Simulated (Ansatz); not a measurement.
Start from `CS[AsH2]` and change one element to get `C[S][SbH2]`.

Ansatz, PBE0-D4/def2-TZVP geometries, multiplicity 1. 

Elements past krypton have def2 core potentials. Scalar relativity is left out up to krypton.

| property | `CS[AsH2]` |
| --- | --- |
| HOMO energy (PBE/def2-TZVPP) / eV | -5.50 |
| LUMO energy (B3LYP/def2-TZVPP) / eV | -0.70 |
| HOMO–LUMO gap (ωB97M-V/def2-TZVPP) / eV | 10.35 |
| HOMO–LUMO gap (PBE0/def2-TZVPP) / eV | 6.25 |
| LUMO energy (PBE/def2-TZVPP) / eV | -1.34 |
| HOMO–LUMO gap (B3LYP/def2-TZVPP) / eV | 5.79 |

Task: What does the change do to each property? (An estimate is asked.)

Result: Ansatz gave: 
```json
{"property": "HOMO energy (PBE/def2-TZVPP) / eV", "`C[S][SbH2]`": "-5.50", "shift": "0.00"}
{"property": "LUMO energy (B3LYP/def2-TZVPP) / eV", "`C[S][SbH2]`": "-1.25", "shift": "-0.55"}
{"property": "HOMO–LUMO gap (ωB97M-V/def2-TZVPP) / eV", "`C[S][SbH2]`": "9.55", "shift": "-0.80"}
{"property": "HOMO–LUMO gap (PBE0/def2-TZVPP) / eV", "`C[S][SbH2]`": "5.67", "shift": "-0.58"}
{"property": "LUMO energy (PBE/def2-TZVPP) / eV", "`C[S][SbH2]`": "-1.79", "shift": "-0.45"}
{"property": "HOMO–LUMO gap (B3LYP/def2-TZVPP) / eV", "`C[S][SbH2]`": "5.21", "shift": "-0.58"}
```

B3LYP here is the variant with VWN-RPA as its local correlation; programs differ in this.

Spin–orbit coupling is left out; it splits and shifts lone-pair levels of the heavy atoms by tenths of an eV.
